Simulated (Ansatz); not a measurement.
CH3N, SMILES `[CH]N` (lower singlet) (charge 0, multiplicity 1). This singlet lies 1.55 eV below the relaxed triplet at the level composite: frozen-core CCSD(T) with HF/cc-pVQZ and the correlation energy extrapolated as X^-3 from cc-pVTZ and cc-pVQZ, plus CCSDT(Q) minus CCSD(T) in cc-pVDZ // PBE0-D3(BJ)/def2-TZVP (Ansatz, a quantum-chemistry and plane-wave program).

Level of theory: Ansatz with frozen-core fic-MRCISD+Q@CASSCF(2e,2o)/cc-pVTZ // PBE0-D3(BJ)/def2-TZVP.

Ansatz 0.2 input:
```yaml
crystal:
  periodic: [false, false, false]
  atoms:
    - { symbol: C, position_ang: [0.781293, -0.559078, 0.02072] }
    - { symbol: N, position_ang: [-0.412137, -0.038828, 0.002093] }
    - { symbol: H, position_ang: [1.491512, 0.29051, -0.01344] }
    - { symbol: H, position_ang: [-0.639684, 0.953371, -0.036236] }
    - { symbol: H, position_ang: [-1.220983, -0.645977, 0.026864] }
basis:
  gaussian: { orbitals: cc-pVTZ }
correlation:
  method: fic_mrcisd_q
  active_space: { window: { electrons: 2, orbitals: 2 } }
```

Output:

```
Functional definition: HF
583 factors; integrals over basis functions are off by at most 1.3e-3 eV
mean field evaluation 1: about -2557.0735 eV, gradient 2.2e1 eV
mean field evaluation 2: about -2557.0756 eV, gradient 2.2e1 eV
mean field evaluation 4: about -2558.3402 eV, gradient 2.5e0 eV
mean field evaluation 8: about -2558.3650 eV, gradient 5.6e-4 eV
mean field -2558.36498311 eV, -94.0181790073 hartree, gradient 2.7e-6 eV, S^2 0.000000; 0 other end points of the search recorded, 0 dependent functions left out
reference -2558.36498311 eV, -94.0181790073 hartree; 8, 8 occupied and 94, 94 virtual orbitals, 583 factors
state -2558.86456100 eV, -94.0365381559 hartree
contracted CI cycle   1: correlation 0.00000000 eV, 0.0000000000 hartree, residual 3.40e1 eV
contracted CI cycle   2: correlation -8.89102116 eV, -0.3267390009 hartree, residual 5.41e0 eV
contracted CI cycle   3: correlation -9.16518525 eV, -0.3368143456 hartree, residual 1.42e0 eV
contracted CI cycle   4: correlation -9.18806731 eV, -0.3376552458 hartree, residual 4.99e-1 eV
contracted CI cycle   5: correlation -9.19145984 eV, -0.3377799190 hartree, residual 2.05e-1 eV
contracted CI cycle   6: correlation -9.19205657 eV, -0.3378018484 hartree, residual 8.44e-2 eV
contracted CI cycle   7: correlation -9.19214414 eV, -0.3378050665 hartree, residual 3.43e-2 eV
contracted CI cycle   8: correlation -9.19215906 eV, -0.3378056148 hartree, residual 1.54e-2 eV
contracted CI cycle   9: correlation -9.19216189 eV, -0.3378057188 hartree, residual 5.75e-3 eV
contracted CI cycle  10: correlation -9.19216228 eV, -0.3378057333 hartree, residual 2.22e-3 eV
contracted CI cycle  11: correlation -9.19216234 eV, -0.3378057354 hartree, residual 8.15e-4 eV
state -2558.86456100 eV, -94.0365381559 hartree; corrected -2568.98359585 eV, -94.4084058280 hartree
state -2558.78902347 eV, -94.0337622029 hartree
contracted CI cycle   1: correlation 0.00000000 eV, 0.0000000000 hartree, residual 3.42e1 eV
contracted CI cycle   2: correlation -8.92773102 eV, -0.3280880635 hartree, residual 5.10e0 eV
contracted CI cycle   3: correlation -9.19355259 eV, -0.3378568259 hartree, residual 1.56e0 eV
contracted CI cycle   4: correlation -9.22335016 eV, -0.3389518664 hartree, residual 6.22e-1 eV
contracted CI cycle   5: correlation -9.22937118 eV, -0.3391731349 hartree, residual 2.78e-1 eV
contracted CI cycle   6: correlation -9.23034533 eV, -0.3392089342 hartree, residual 9.92e-2 eV
contracted CI cycle   7: correlation -9.23045209 eV, -0.3392128577 hartree, residual 2.97e-2 eV
contracted CI cycle   8: correlation -9.23046135 eV, -0.3392131981 hartree, residual 8.62e-3 eV
contracted CI cycle   9: correlation -9.23046217 eV, -0.3392132282 hartree, residual 2.62e-3 eV
contracted CI cycle  10: correlation -9.23046225 eV, -0.3392132309 hartree, residual 8.22e-4 eV
state -2558.78902347 eV, -94.0337622029 hartree; corrected -2568.95527663 eV, -94.4073651158 hartree
state -2558.86456100 eV, -94.0365381559 hartree; corrected -2568.98359585 eV, -94.4084058280 hartree
Total energy: -2568.98359585 eV, -94.4084058280 hartree
```
